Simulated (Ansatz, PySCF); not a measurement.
Complex: H2 (SMILES [H][H]) (first 2 atoms) with CH3NO (SMILES NC=O); geometry from B3LYP-D3(BJ)/def2-TZVP, rigid monomers moved along the line of their centres of mass till H1···O5 is 2.36 Å.
(charge 0, multiplicity 1):
```xyz
8

H     -0.315    -0.215     0.474
H      0.006    -0.006    -0.168
N      0.959     0.683     3.045
C     -0.116    -0.030     3.462
O     -0.907    -0.583     2.731
H      1.139     0.779     2.059
H      1.580     1.120     3.703
H     -0.202    -0.059     4.563
```

Counterpoise-corrected where a basis set is named; no monomer relaxation.

Frozen-core correlation. CBS: X⁻³ extrapolation of the correlation energy, Hartree–Fock from the larger set.

Run with Ansatz (a first-principles code); PySCF for the dispersion terms. Each number belongs to the level named beside it.

What interaction energy does MP2/CBS(aug-cc-pVDZ, aug-cc-pVTZ) + ΔCCSD(T)/aug-cc-pVDZ give?

-31 meV

Estimate the interaction energy that PBE-D4/def2-TZVPPD returns for this input.

-42 meV

Give the interaction energy at the level SCS-MP2/aug-cc-pVDZ.

0 meV
